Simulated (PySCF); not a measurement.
**Static response to an electric field**

Compound: C7H15NOSi.
Geometry (PBE0-D3(BJ)/def2-SVP, Å), atoms numbered from 1 in this order:
```
atom  x, y, z in Å
C1     4.2847   -0.7471    0.3540
C2     3.2106    0.2834    0.6083
O3     3.4353    1.4780    0.6530
N4     1.9392   -0.1856    0.7977
Si5    0.6348    0.9849    1.0833
C6    -0.9476   -0.0233    1.2112
C7    -1.1671   -0.9532   -0.0099
C8    -2.6637   -0.8663   -0.3066
C9    -2.9817    0.5958   -0.0156
C10   -2.2088    0.8855    1.2742
H11    4.3988   -1.4043    1.2300
H12    4.0246   -1.3797   -0.5084
H13    5.2338   -0.2349    0.1604
H14    1.7794   -1.1849    0.7477
H15    0.5206    1.9203   -0.0745
H16    0.8882    1.7541    2.3351
H17   -0.8888   -0.6281    2.1317
H18   -0.8261   -1.9830    0.1798
H19   -0.6041   -0.5937   -0.8902
H20   -3.2248   -1.5174    0.3861
H21   -2.9207   -1.1776   -1.3308
H22   -2.5959    1.2245   -0.8363
H23   -4.0583    0.8052    0.0745
H24   -2.8211    0.6175    2.1496
H25   -1.9764    1.9587    1.3810
```

Level: B3LYP/def2-SVPD (PySCF), static field, nuclei fixed, core orbitals frozen in the response. The polarisability tensor in these axes (au):

```
x   144.91   0.09   1.18
y     0.09 113.34   5.36
z     1.18   5.36  99.84
```

Question: Diagonalise the tensor; give its mean and Δα, where Δα² is half the sum of the squared differences of the eigenvalues.

Answer: Principal values 97.94, 115.20 and 144.94 au; mean 119.36 au = 17.69 Å³ = 19.68 × 10⁻⁴⁰ C²·m²/J; Δα = 41.17 au (34 % of the mean).

Question: What is the dipole moment, and where does it point?

Answer: (-1.79, -3.84, -0.09) D, 4.24 D in size, pointing from the negative to the positive side. Measured along this direction, the outermost atoms are O3 at the negative end and H20 at the positive end.

Question: Directions of the eigenvectors, and the extent of the frame along each?

Answer: Largest value along (1.00, 0.01, 0.03), where the nuclei span 9.28 Å; middle along (-0.02, 0.94, 0.33), 4.21 Å; least along (-0.02, -0.33, 0.94), 3.37 Å. The response follows the extents in order.

Question: In TDDFT the mean static polarisability is Σ f/ω² over all singlet excitations (ω in hartree). How much of it do the 10 lowest give? Their energies (eV) and oscillator strengths: 5.55, 0.0006; 6.41, 0.0194; 6.60, 0.0025; 6.85, 0.0490; 7.03, 0.0885; 7.09, 0.0742; 7.17, 0.0115; 7.19, 0.0027; 7.33, 0.0016; 7.37, 0.0194.

Answer: They add up to 4.09 au, 3.4 % of the 119.36 au; the largest single term is 1.33 au, from the state at 7.03 eV. Terms in order: 0.01, 0.35, 0.04, 0.77, 1.33, 1.09, 0.17, 0.04, 0.02, 0.26 au. Higher excitations give the rest. The strengths listed sum to 0.269.

Question: In a dilute gas of rigid molecules at 400 K, how does the orientational term μ²/3kT compare with the electronic polarisability?

Answer: In Gaussian units μ²/3kT = 108.38 Å³ against 17.69 Å³, a ratio of 6.13; the Debye molar polarisation (4π/3)N_A(α + μ²/3kT) is 318.0 cm³/mol, leaving out the vibrational part.

Question: Rayleigh depolarisation ratio (linearly polarised light, static tensor)?

Answer: ρ = 3Δα²/(45ᾱ² + 4Δα²) = 5085.7/(641128 + 6780.9) = 0.00785.

The structure is a single PBE0-D3(BJ)/def2-SVP conformer in the gas phase; no vibrational or solvent corrections.

The run behind these numbers computed excited states and ΔSCF ions as well. On one thread, Arm Neoverse N1 (aarch64), shared host with 64 logical CPUs at a one-minute load of 61, this took 22 min of wall time and 1.5 GiB of memory at its peak.
